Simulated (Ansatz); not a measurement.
The first iterations of a band of Cl₂F₂H₂HfO (8 atoms, charge 0, multiplicity 1).

These are results of RKS PBE0-D4/def2-SVP in Ansatz 0.2.0, not measurements.

```
movable images  : 7
climbing image  : yes
spring          : 5.0 eV/Å²
optimiser       : quadratic models (default)
start path      : through a guess of the saddle point
force threshold : 0.03 eV/Å
iteration limit : 60
end points      : relaxed
```

Image 0:

```xyz
8
Properties=species:S:1:pos:R:3
Hf 0.068 0.184 0.010
O -0.102 0.106 2.006
H -0.519 -0.473 2.649
Cl 2.146 -0.373 -0.939
Cl -1.182 1.814 -1.134
F -0.944 -1.387 -0.311
F 1.112 1.880 1.205
H 0.737 1.378 1.964
```

Image 8:

```xyz
8
Properties=species:S:1:pos:R:3
Hf 0.048 0.618 -0.115
O 0.499 -0.071 2.078
H -0.017 -0.779 2.484
Cl 2.038 -0.437 -0.809
Cl -0.796 1.541 -2.106
F -1.382 -0.595 0.288
F 0.281 2.240 0.885
H 0.645 0.613 2.744
```

| iteration | highest image above the first end (eV) | largest band force component (eV/Å) |
| --- | --- | --- |
| 1 | 3.526 | 3.572 |
| 2 | 1.207 | 2.359 |
| 3 | 0.835 | 2.525 |
| 4 | 0.485 | 1.940 |
| 5 | 0.155 | 1.714 |
| 6 | 0.082 | 1.350 |

Problem. Does the band converge within its limit, and where does its top end?

Solution. The run converged. It ended after 18 iterations with the highest image 0.013 eV above the first end. A vibrational analysis at the climbing image gives one clearly imaginary mode, 289i cm⁻¹: a first-order saddle point. The orbitals stay closed-shell, which can raise the energy where a bond breaks towards radicals; this wasn't checked here.

Run time: 4.9 min on 4 threads of Arm Neoverse V2, with other jobs on the host, peak memory 0.32 GiB.
